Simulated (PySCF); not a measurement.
PySCF job for Sn(Cl)(Me) (CH3ClSn), SMILES [CH3][Sn][Cl] (connectivity only; charge and spin as stated), neutral, multiplicity 1, TDA-M06-2X/def2-SVPD. Coordinates come from a B3LYP-D3(BJ)/def2-SVP optimisation. The def2 effective core potentials stand for the cores of Sn; spin–orbit coupling is left out.

```python
import numpy as np
from pyscf import gto, scf, dft, tdscf

mol = gto.M(
    atom='''
    Sn    0.42942856    0.41047805   -0.00000000
    Cl   -0.33933308   -1.88588907    0.00000000
    C    -1.62474774    1.24188996   -0.00000000
    H    -1.63061601    2.34320294    0.00000000
    H    -2.16183171    0.87083458   -0.88896880
    H    -2.16183171    0.87083458    0.88896880
    ''',
    basis='def2-SVPD',
    ecp={'Sn': 'def2-svp'},
    charge=0,
    spin=0,
    symmetry=True,
    max_memory=1600,
    verbose=4,
)
mf = dft.RKS(mol, xc='m06-2x').density_fit(auxbasis='def2-universal-jkfit')
mf.grids.level = 4
mf.conv_tol = 1e-9
mf.max_cycle = 100
mf.kernel()
mf.grids = dft.Grids(mol).set(level=2).build(with_non0tab=True)  # coarser grid for the response kernel
td = tdscf.TDA(mf)
td.singlet = True
td.nstates = 10
td.conv_tol = 1e-4
td.kernel(x0=td.get_init_guess(mf, 15))
td.analyze()
tt = tdscf.TDA(mf)
tt.singlet = False
tt.nstates = 4
tt.conv_tol = 1e-4
tt.kernel(x0=tt.get_init_guess(mf, 9))
tt.analyze(verbose=3)
```

It prints:

```
PySCF version 2.14.0

[INPUT] verbose = 4
[INPUT] num. atoms = 6
[INPUT] num. electrons = 48
[INPUT] charge = 0
[INPUT] spin (= nelec alpha-beta = 2S) = 0
[INPUT] symmetry True subgroup None
[INPUT] Mole.unit = angstrom
[INPUT] Symbol           X                Y                Z      unit          X                Y                Z       unit  Magmom
[INPUT]  1 Sn     0.429428560000   0.410478050000   0.000000000000 AA    0.811502368466   0.775691094646   0.000000000000 Bohr   0.0
[INPUT]  2 Cl    -0.339333080000  -1.885889070000   0.000000000000 AA   -0.641246586205  -3.563813843611   0.000000000000 Bohr   0.0
[INPUT]  3 C     -1.624747740000   1.241889960000   0.000000000000 AA   -3.070328250106   2.346831901247   0.000000000000 Bohr   0.0
[INPUT]  4 H     -1.630616010000   2.343202940000   0.000000000000 AA   -3.081417673231   4.428011810876   0.000000000000 Bohr   0.0
[INPUT]  5 H     -2.161831710000   0.870834580000  -0.888968800000 AA   -4.085269859300   1.645638856001  -1.679907565283 Bohr   0.0
[INPUT]  6 H     -2.161831710000   0.870834580000   0.888968800000 AA   -4.085269859300   1.645638856001   1.679907565283 Bohr   0.0

nuclear repulsion = 158.530356716168
point group symmetry = Cs
symmetry origin: [-5.71890797e-09  4.22701897e-09  0.00000000e+00]
symmetry axis x: [ 1.00000000e+00  2.00960294e-09 -9.85460777e-19]
symmetry axis y: [ 2.00960294e-09 -1.00000000e+00  7.07863428e-19]
symmetry axis z: [-1.21398226e-18  7.07863532e-19  1.00000000e+00]
num. orbitals of irrep A' = 69
num. orbitals of irrep A" = 34
number of shells = 43
number of NR pGTOs = 172
number of NR cGTOs = 103
basis = def2-SVPD
ecp = {'Sn': 'def2-svp'}


[settings echo left out]
init E= -690.994820738343
HOMO (A') = -0.711720374323873  LUMO (A") = -0.666704957943706  gap/eV = 1.22493
cycle= 1 E= -712.791098270971  delta_E= -21.8  |g|= 2.38  |ddm|= 8.58
HOMO (A') = -0.0300736830611212  LUMO (A') = 0.00322401062858811  gap/eV = 0.90608
cycle= 2 E= -712.366981602602  delta_E= 0.424  |g|= 2.39  |ddm|=   12
HOMO (A') = -0.299466696356561  LUMO (A") = -0.132472116831802  gap/eV = 4.54415
cycle= 3 E= -714.147884130314  delta_E= -1.78  |g|= 0.271  |ddm|= 9.66
HOMO (A') = -0.266104943453392  LUMO (A") = -0.059248159228857  gap/eV = 5.62886
cycle= 4 E= -714.179094721252  delta_E= -0.0312  |g|= 0.15  |ddm|= 0.599
HOMO (A') = -0.279509225289743  LUMO (A") = -0.0655874589401799  gap/eV = 5.82111
cycle= 5 E= -714.185612856174  delta_E= -0.00652  |g|= 0.0272  |ddm|= 0.236
HOMO (A') = -0.284336902971077  LUMO (A") = -0.0726567839020467  gap/eV = 5.76011
cycle= 6 E= -714.185841405839  delta_E= -0.000229  |g|= 0.0124  |ddm|= 0.0545
HOMO (A') = -0.286445328191888  LUMO (A") = -0.0741131541238831  gap/eV = 5.77785
cycle= 7 E= -714.185891785726  delta_E= -5.04e-05  |g|= 0.0038  |ddm|= 0.0223
HOMO (A') = -0.286091591962403  LUMO (A") = -0.074142044896397  gap/eV = 5.76744
cycle= 8 E= -714.185897066569  delta_E= -5.28e-06  |g|= 0.000987  |ddm|= 0.0075
HOMO (A') = -0.286099436405031  LUMO (A") = -0.0740854477807096  gap/eV = 5.76919
cycle= 9 E= -714.185897547611  delta_E= -4.81e-07  |g|= 0.000248  |ddm|= 0.00184
HOMO (A') = -0.286066077595237  LUMO (A") = -0.074057348221424  gap/eV = 5.76905
cycle= 10 E= -714.185897594086  delta_E= -4.65e-08  |g|= 5.81e-05  |ddm|= 0.000747
HOMO (A') = -0.286071855871398  LUMO (A") = -0.0740662679607418  gap/eV = 5.76897
cycle= 11 E= -714.185897596633  delta_E= -2.55e-09  |g|= 1.57e-05  |ddm|= 0.000164
HOMO (A') = -0.286072124206001  LUMO (A") = -0.0740667830477175  gap/eV = 5.76896
cycle= 12 E= -714.185897596826  delta_E= -1.92e-10  |g|= 3.84e-06  |ddm|= 5.46e-05
HOMO (A') = -0.286071918668007  LUMO (A") = -0.0740666064152782  gap/eV = 5.76896
Extra cycle  E= -714.185897596835  delta_E= -9.78e-12  |g|= 1.74e-06  |ddm|= 1.12e-05
converged SCF energy = -714.185897596835
tot grids = 53120


******** <class 'pyscf.tdscf.rks.TDA'> for <class 'pyscf.df.df_jk.DFSymAdaptedRKS'> ********
nstates = 10 singlet
deg_eia_thresh = 1.000e-03
wfnsym = None
conv_tol = 0.0001
eigh lindep = 1e-12
eigh level_shift = 0
eigh max_cycle = 100


Excitation energies (eV)
[2.80040351 5.01387382 5.05046356 5.41485428 5.58078082 6.20859317
 6.56887842 7.09198141 7.09858292 7.6860154 ]

** Singlet excitation energies and oscillator strengths **
Excited State   1:   A"      2.80040 eV    442.74 nm  f=0.0313
      24 -> 25        0.69921
Excited State   2:   A'      5.01387 eV    247.28 nm  f=0.1082
      22 -> 25        0.13653
      24 -> 26       -0.66821
      24 -> 27        0.13378
Excited State   3:   A"      5.05046 eV    245.49 nm  f=0.0137
      23 -> 25        0.69940
Excited State   4:   A"      5.41485 eV    228.97 nm  f=0.0084
      21 -> 25       -0.69663
Excited State   5:   A'      5.58078 eV    222.16 nm  f=0.0607
      21 -> 26       -0.12375
      22 -> 25       -0.66826
      24 -> 26       -0.12140
Excited State   6:   A'      6.20859 eV    199.70 nm  f=0.0092
      24 -> 26        0.13593
      24 -> 27        0.67943
Excited State   7:   A'      6.56888 eV    188.74 nm  f=0.5440
      24 -> 28        0.68387
Excited State   8:   A'      7.09198 eV    174.82 nm  f=0.1134
      21 -> 26        0.25817
      23 -> 26       -0.58302
      23 -> 27        0.19169
      24 -> 29       -0.10018
Excited State   9:   A"      7.09858 eV    174.66 nm  f=0.0124
      22 -> 26       -0.64192
      22 -> 27        0.23487
Excited State  10:   A'      7.68602 eV    161.31 nm  f=0.0260
      23 -> 26        0.15444
      24 -> 29       -0.60819
      24 -> 30        0.23252
      24 -> 34       -0.11135

** Transition electric dipole moments (AU) **
state          X           Y           Z        Dip. S.      Osc.
  1         0.0000      0.0000      0.6749      0.4555      0.0313
  2        -0.0638     -0.9365     -0.0000      0.8811      0.1082
  3        -0.0000     -0.0000     -0.3326      0.1106      0.0137
  4         0.0000     -0.0000      0.2522      0.0636      0.0084
  5        -0.1643     -0.6458      0.0000      0.4440      0.0607
  6        -0.1832      0.1632      0.0000      0.0602      0.0092
  7        -1.8155      0.2905      0.0000      3.3805      0.5440
  8        -0.4338      0.6816      0.0000      0.6528      0.1134
  9         0.0000      0.0000      0.2666      0.0711      0.0124
 10        -0.1500     -0.3401      0.0000      0.1382      0.0260

WARN: ECP detected. Skipping calculation of transition velocity and magnetic dipole moments, which have not yet been implemented.



******** <class 'pyscf.tdscf.rks.TDA'> for <class 'pyscf.df.df_jk.DFSymAdaptedRKS'> ********
nstates = 4 triplet
deg_eia_thresh = 1.000e-03
wfnsym = None
conv_tol = 0.0001
eigh lindep = 1e-12
eigh level_shift = 0
eigh max_cycle = 100


Excitation energies (eV)
[1.65395882 3.93572236 4.63123488 4.92597974]

** Triplet excitation energies and oscillator strengths **
Excited State   1:   A"      1.65396 eV    749.62 nm  f=0.0000
Excited State   2:   A'      3.93572 eV    315.02 nm  f=0.0000
Excited State   3:   A"      4.63123 eV    267.71 nm  f=0.0000
Excited State   4:   A'      4.92598 eV    251.69 nm  f=0.0000
```

The run converged.
